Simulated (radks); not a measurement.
Neutral iridium, configuration [Xe] 4f14 5d7 6s2. Method: non-relativistic Kohn-Sham, TPSS, spin-polarised, spherical densities, point nucleus; open shells are filled with parallel spins first (spin-orbit coupling, left out, can overturn this in heavy ions); meta-GGA in the generalised Kohn-Sham scheme; relativity is left out, which matters for an element this heavy; computed with a radial shooting solver on a logarithmic mesh with Libxc functionals.

Radial electron density D(r) = 4 pi r^2 rho(r):

| r (bohr) | D(r) (e/bohr) | spin D(r) |
|---|---|---|
| 0.001648 | 8.669 | -0.0000109 |
| 0.002251 | 14.75 | -0.0000188 |
| 0.003051 | 23.95 | -0.0000315 |
| 0.004168 | 37.66 | -0.0000530 |
| 0.005695 | 55.66 | -0.0000893 |
| 0.007718 | 75.20 | -0.000152 |
| 0.01054 | 92.09 | -0.000270 |
| 0.0144 | 99.06 | -0.000460 |
| 0.01952 | 94.85 | -0.000532 |
| 0.02667 | 90.58 | 0.000856 |
| 0.03644 | 104.1 | 0.00920 |
| 0.04938 | 130.2 | 0.0378 |
| 0.06746 | 135.6 | 0.107 |
| 0.09216 | 115.6 | 0.199 |
| 0.1249 | 118.5 | 0.200 |
| 0.1706 | 125.6 | 0.0374 |
| 0.2331 | 86.13 | 0.0275 |
| 0.3159 | 73.62 | 0.370 |
| 0.4316 | 82.45 | 0.338 |
| 0.5897 | 48.35 | -0.0294 |
| 0.7991 | 22.75 | 0.688 |
| 1.092 | 16.68 | 2.07 |
| 1.492 | 9.513 | 2.11 |
| 2.021 | 4.011 | 1.17 |
| 2.762 | 1.698 | 0.365 |
| 3.773 | 0.6784 | 0.0413 |
| 5.113 | 0.1842 | -0.0104 |
| 6.985 | 0.02619 | -0.00440 |
| 9.543 | 0.001491 | -0.000442 |

D(r) has 4 maxima, at r = 0.0146, 0.0603, 0.156, 0.402 bohr, and minima at 0.0256, 0.105, 0.287 bohr, inside which lie 1.94, 11.48, 30.31 electrons.
